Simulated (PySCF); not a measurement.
**Orbital picture of Sn₂**

B2PLYP at R = 2.769 Å; basis Sn cc-pVDZ-PP with ECP28; scalar-relativistic core potentials; PySCF 2.14. State: ³Σg⁻ (triplet), unpaired electrons π ↑↑. Only the outer orbitals are listed.

```csv
spin,orbital,occ.,ε (eV),main shells (%)
α,σg,1,-14.96,92 s
α,σu,1,-11.46,92 s
α,πu,1,-6.01,98 p
α,πu,1,-6.01,98 p
α,σg,1,-5.93,"91 p, 8 s"
α,πg,0,-1.45,100 p
α,πg,0,-1.45,100 p
α,σu,0,1.41,108 p
β,σg,1,-13.59,93 s
β,σu,1,-10.63,"90 s, 10 p"
β,σg,1,-5.61,92 p
β,πu,0,-2.09,99 p
β,πu,0,-2.09,99 p
β,πg,0,-0.23,99 p
```

Which are the highest filled and the lowest empty level, where do they sit, and how wide is the gap?

Highest filled β σg at -5.61 eV (in %: 92 p); lowest empty β πu at -2.09 eV (in %: 99 p); the gap at B2PLYP is 3.52 eV.

| Item | Value |
| --- | --- |
| bond order (Mayer) | 1.97 |
| ⟨S²⟩ | 2.004 |

Shares are Mulliken populations and can fall outside 0 to 100 %.

Correlated steps freeze 8 core orbitals. Spin–orbit coupling is left out. B2PLYP dipoles, levels and charges come from its SCF part alone. The state is the lowest determinant that a PBE0 search found; another state may lie lower at other levels.
